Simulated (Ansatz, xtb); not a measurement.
**Two isomers of C6H3Cl2F**

Structure I is `FC1=CC(Cl)=C/C1=C/Cl`, a singlet and structure II is `C=C1C(F)=C(Cl)/C1=C/Cl`, a singlet. Both are isolated molecules in the gas phase, relaxed with r2SCAN-D4/def2-SVP.

Quicker runs give these differences E(II) − E(I): GFN2-xTB +27.9 kcal/mol; HF/STO-3G +31.1 kcal/mol (at GFN2-xTB geometries); r2SCAN-D4/def2-SVP//GFN2-xTB +28.1 kcal/mol.

Task: Estimate E(II) − E(I) at the level CCSD(T)/def2-SVP + ΔMP2/def2-TZVPP.

Result: Calculated at CCSD(T)/def2-SVP + ΔMP2/def2-TZVPP: E(II) − E(I) = +26.5 kcal/mol, so structure I lies lower.

Level by level:

| level | geometry | E(II) − E(I) (kcal/mol) | departure from the last row (kcal/mol) | job, with rough time for the two |
| --- | --- | --- | --- | --- |
| GFN2-xTB | GFN2-xTB | +27.9 | +1.4 | optimisation, 0.32 s |
| HF/STO-3G | GFN2-xTB | +31.1 | +4.6 | single point, 0.59 s |
| r2SCAN-D4/def2-SVP//GFN2-xTB | GFN2-xTB | +28.1 | +1.6 | single point, 5.1 s |
| r2SCAN-D4/def2-SVP | r2SCAN-D4/def2-SVP | +28.2 | +1.7 | optimisation, 35 s |
| HF/def2-SVP | r2SCAN-D4/def2-SVP | +27.7 | +1.2 | part of the CCSD(T) run |
| MP2/def2-SVP | r2SCAN-D4/def2-SVP | +29.1 | +2.6 | part of the CCSD(T) run |
| CCSD(T)/def2-SVP | r2SCAN-D4/def2-SVP | +27.1 | +0.6 | single point |
| CCSD(T)/def2-SVP + ΔMP2/def2-TZVPP | r2SCAN-D4/def2-SVP | +26.5 |  | single point, 2.1 min |

As drawn, both hold the same kinds of bond in the same numbers. Structure I has a 5-membered ring, II a 4-membered ring.

The levels shown agree on the order. The largest departure from CCSD(T)/def2-SVP + ΔMP2/def2-TZVPP is that of HF/STO-3G, 4.6 kcal/mol. The last row adds to CCSD(T) the change of the MP2 difference between the two basis sets, here −0.6 kcal/mol.

With thermal terms from frequencies at re-optimised GFN2-xTB minima (ideal gas, soft modes damped towards free rotors, one conformer each, 298.15 K, 1 atm): on the last row, ΔE + ΔZPE = +25.7, ΔH = +26.1, ΔG = +25.1 kcal/mol.

The correlated steps freeze 17 core orbitals. Run with Ansatz 0.2.0, xtb 6.7.1; the last row on 4 threads of Arm Neoverse V1 on a shared host.
